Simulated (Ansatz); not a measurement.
CH₂BBrFN, SMILES `C=NB(F)Br`, relaxed with RKS PBE-D4/def2-SVP in Ansatz 0.2.0 from a rough embedded geometry. The force threshold is 0.03 eV/Å; the program also tests the step.

Charge 0, multiplicity 1.

Start:

```xyz
7

C     0.037    1.350   -0.109
N    -0.602    0.264    0.338
B    -0.047   -1.141    0.135
F     1.182   -1.320   -0.649
Br   -1.070   -2.730    0.744
H    -0.451    2.293    0.141
H     0.951    1.284   -0.601
```

(1) How much energy does the relaxation release, and in how many steps? (An estimate is asked.)

(2) Which bonds change most? (An estimate is asked.)

(3) Give the relaxed structure. (Estimate.)

Answers

(1) Computed: 108.51 kJ/mol, in 24 steps, 3 of them rejected.

(2) The calculation gave: N2–B3 from 1.524 to 1.377 Å; B3–F4 from 1.469 to 1.341 Å; C1–N2 from 1.336 to 1.253 Å; C1–H7 from 1.040 to 1.116 Å.

(3) The calculation gave: 
```xyz
7

C    -0.098    1.347   -0.250
N     0.076    0.137    0.026
B     0.245   -1.210    0.254
F     1.450   -1.740    0.503
Br   -1.312   -2.370    0.228
H    -0.306    2.108    0.538
H    -0.055    1.728   -1.298
```
